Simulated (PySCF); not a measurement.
Molecule: SMILES SCn1cccc1, C5H7NS.

Cartesian coordinates in Å; atom numbers follow the order of the lines, from 1:
```xyz
14

S    -2.5645    0.4658   -1.0679
C    -1.6047   -0.5144    0.1802
N    -0.2141   -0.2651    0.1296
C     0.6770   -0.8805   -0.6999
C     1.9093   -0.3311   -0.4977
C     1.7635    0.6694    0.4877
C     0.4469    0.6915    0.8454
H    -2.2299    1.6585   -0.5811
H    -1.8266   -1.5534   -0.0672
H    -2.0069   -0.2679    1.1640
H     0.3608   -1.6589   -1.3661
H     2.8178   -0.6106   -0.9927
H     2.5403    1.2935    0.8830
H    -0.0696    1.3025    1.5605
```

Frames of a GFN2-xTB Langevin trajectory at 400 K; GIAO PBE0/pcSseg-1 shieldings in PySCF, gas phase, non-relativistic; equivalent atoms averaged within each frame.

Shifts are taken against calculated references (same method and geometry level): 33S (503.73 ppm) vs CS2; TMS for 13C (186.93 ppm), 1H (31.72 ppm); 15N (267.73 ppm) vs NH3. The references are static minima.

Question: How do the shifts (ppm) fluctuate along the trajectory?

Answer: 
```csv
time (fs),S1,C4/C7,C5/C6,C2,N3,H11/H14,H12/H13,H9/H10,H8
250,-52,131.9,119.8,50.3,220.6,7.05,6.53,5.37,2.11
425,30,126.7,128.1,50.4,179.9,6.70,7.54,4.93,3.25
625,-51,125.1,123.7,47.4,181.2,7.00,7.31,5.31,2.11
800,59,122.5,111.6,51.0,186.7,6.56,5.85,5.49,2.80
1000,42,124.8,113.3,54.7,211.1,7.18,5.64,5.09,1.96
mean of frames,6,126.2,119.3,50.8,195.9,6.90,6.57,5.24,2.45
standard deviation,53,3.5,6.9,2.6,18.7,0.26,0.85,0.23,0.55
```

5 frames give an uncertainty of the mean of about the standard deviation over 2.2 at best, since frames this close in time may not be independent; classical motion lacks zero-point vibration, and the reference would need the same averaging.
